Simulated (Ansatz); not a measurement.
The first iterations of a band of BClH2O2 + H2 (8 atoms, charge 0, multiplicity 1).

All numbers below come from Ansatz 0.2.0, RHF/def2-SVP.

- movable images: 7
- climbing image: yes
- spring: 5.0 eV/Å²
- optimiser: quadratic models (default)
- start path: through a guess of the saddle point
- force threshold: 0.2 eV/Å
- iteration limit: 60
- end points: relaxed

Image 0:

```xyz
8
Properties=species:S:1:pos:R:3
B -0.204 -0.616 -0.045
O -0.087 -0.824 1.278
H -0.891 -0.775 1.772
O 0.862 -0.656 -0.850
H 1.671 -0.838 -0.394
Cl -1.801 -0.279 -0.768
H 0.282 2.837 0.771
H 0.512 2.479 1.387
```

Image 8:

```xyz
8
Properties=species:S:1:pos:R:3
B 0.067 0.441 -0.647
O -0.004 0.134 2.070
H -0.922 -0.027 2.230
O 1.240 -0.149 -0.853
H 1.211 -1.089 -0.948
Cl -1.461 -0.496 -0.787
H -0.003 1.618 -0.495
H 0.216 0.898 2.582
```

| iteration | highest image above the first end (eV) | largest band force component (eV/Å) |
| --- | --- | --- |
| 1 | 4.828 | 11.263 |
| 2 | 3.304 | 2.950 |
| 3 | 3.099 | 3.345 |
| 4 | 2.539 | 2.058 |

Q: Does the band converge within its limit, and where does its top end?

A: The forces met the threshold. It ended after 13 iterations with the highest image 2.934 eV above the first end. The threshold of 0.2 eV/Å is loose, so the images may lie well off the minimum-energy path. Neighbouring images differ by up to 1.6 eV, so the band resolves the path poorly. The order of the stationary point at the top wasn't checked. The orbitals stay closed-shell, which can raise the energy where a bond breaks towards radicals; this wasn't checked here.

The run took 2.6 min on 1 thread of Arm Neoverse N1 (shared host), peak memory 0.15 GiB.
